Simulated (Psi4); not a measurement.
# MP2, SCS-MP2 and SOS-MP2 from spin components

System: H3BCl2OSi, singlet, geometry from GFN2-xTB. Level: MP2/pcseg-1 run with Psi4. Sums are taken with unrounded values, so a last digit can differ.

Input for Psi4:
```
memory 2 GB

molecule {
0 1
B     0.00335835    0.06014520    0.48001600
Cl   -0.46635317   -0.71762729    1.95747438
Cl    0.77651618    1.62152095    0.57308637
O    -0.22201043   -0.51885801   -0.66361242
Si   -0.20591187   -0.66870573   -2.29447209
H     0.45328283    0.49451383   -2.88360965
H    -1.62644918   -0.74278325   -2.61769739
H     0.54245282   -1.90590461   -2.48679731
}

set {
  basis pcseg-1
  freeze_core true
}

energy('mp2')
print_variables()
```

It gave an SCF energy of -1309.282498 Eh, a same-spin correlation energy of -0.157355 Eh and an opposite-spin one of -0.454095 Eh.

Task: Work out the MP2, SCS-MP2 (6/5 and 1/3) and SOS-MP2 (1.3 and 0) correlation and total energies.

Result: MP2: -0.454095 + (-0.157355) = -0.611450 Eh, total -1309.893949 Eh, as the program printed. SCS-MP2: 1.2 × (-0.454095) + (-0.157355)/3 = -0.597366 Eh, total -1309.879864 Eh. SOS-MP2: 1.3 × (-0.454095) = -0.590324 Eh, total -1309.872822 Eh. Opposite spins carry 74 % of the MP2 correlation; same-spin pairs are already kept apart by exchange.
